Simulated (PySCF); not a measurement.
A structure optimised at ωB97X-D3(BJ)/def2-SVP, used in a PySCF frequency run:

```
Al
O 1 1.6998
C 2 1.3960 1 137.45
H 3 1.1049 2 110.57 1 -120.57
H 3 1.1049 4 107.43 2 120.75
H 3 1.1075 4 107.68 5 115.73
H 1 1.5865 2 119.75 3 0.00
C 1 1.9350 7 120.45 2 180.00
C 8 1.3436 1 118.80 7 0.00
H 8 1.0987 9 117.06 1 180.00
H 9 1.0988 8 122.93 10 0.00
H 9 1.0992 11 115.21 8 180.00
```
Charge 0, spin multiplicity 1.

Question: Write its SMILES, formula and point group.

Answer: C=[CH][AlH][O]C, C₃H₇AlO, Cs

Question: What are its rotational constants (standard atomic weights)?

Answer: 21.775, 1.5815, 1.4883 GHz
